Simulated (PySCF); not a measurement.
## input.py for IBr

The script input.py:

```python
from pyscf import gto, dft

mol = gto.M(
    atom='I 0 0 0; Br 0 0 2.304',
    basis='sbkjc',
    ecp={'I': 'sbkjc', 'Br': 'sbkjc'},
    charge=0,
    spin=0,
    verbose=3,
)
mf = dft.RKS(mol, xc='r2scan')
mf.kernel()
mf.mulliken_pop()
mf.dip_moment()
print('orbital energies (hartree):', mf.mo_energy[..., max(0, mol.nelec[1]-3):mol.nelec[0]+3].round(4))
```

```bash
$ OMP_NUM_THREADS=1 python input.py
```

It prints:

```
converged SCF energy = -24.7909734202971
 ** Mulliken pop  **
pop of  0 I 5s            1.71994
pop of  0 I 6s            0.30632
pop of  0 I 5px           1.57821
pop of  0 I 5py           1.57821
pop of  0 I 5pz           0.87602
pop of  0 I 6px           0.42290
pop of  0 I 6py           0.42290
pop of  0 I 6pz           0.00943
pop of  1 Br 4s           1.78151
pop of  1 Br 5s           0.22522
pop of  1 Br 4px          1.57481
pop of  1 Br 4py          1.57481
pop of  1 Br 4pz          1.00659
pop of  1 Br 5px          0.42408
pop of  1 Br 5py          0.42408
pop of  1 Br 5pz          0.07497
 ** Mulliken atomic charges  **
charge of    0I =      0.08607
charge of    1Br =     -0.08607
Dipole moment(X, Y, Z, Debye): -0.00000,  0.00000, -0.67018
orbital energies (hartree): [-0.3437 -0.2465 -0.2465 -0.1405  0.2076  0.224 ]
```

In short: E(SCF) = -24.790973 Eh, μz(SCF) = -0.67 D.

Hardware: Arm Neoverse V1, 1 thread, shared host. Wall time 1.3 s, peak memory 0.14 GiB.

Stability towards an unrestricted solution was not tested. The bond length is a typed value, not an optimised one.
